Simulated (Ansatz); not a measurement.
Frontier orbitals of `C[O][W](=[O])([Cl])([Cl])[Cl]`.

```xyz
10

C    -0.047    0.255   -1.721
O    -0.374    0.599   -0.405
W    -0.085   -0.015    1.312
O    -0.914    1.135    2.204
Cl    0.712   -1.381    2.982
Cl   -1.508   -1.751    0.778
Cl    2.104    0.658    1.029
H    -0.491    0.988   -2.396
H     1.042    0.254   -1.837
H    -0.438   -0.743   -1.945
```

The species carries charge 0 and has multiplicity 1. Correlated methods include outer-core shells of W, which these sets cover unevenly. W: def2 effective core potential. Geometry: relaxed with PBE0-D4/def2-TZVP. It is one conformer, not always the lowest. Basis def2-TZVPP, Ansatz.

Orbital energies of one run (eV). Highest occupied ones, from the top: -10.92, -11.40, -11.56, -11.79, -11.92, -12.25, -12.49, -13.11, -13.59, -13.99, -14.60, -14.93, -15.16, -15.20. Empty: -1.86, -0.22, -0.20, 0.33, 1.37, 2.08.

Q: Which functional gave them?
A. revPBE
B. ωB97M-V
C. B3LYP
D. r2SCANh

A: B. HOMO energies: ωB97M-V -10.92, revPBE -7.24, B3LYP -8.42, r2SCANh -8.18 eV.

B3LYP here is the variant with VWN-RPA as its local correlation; programs differ in this.
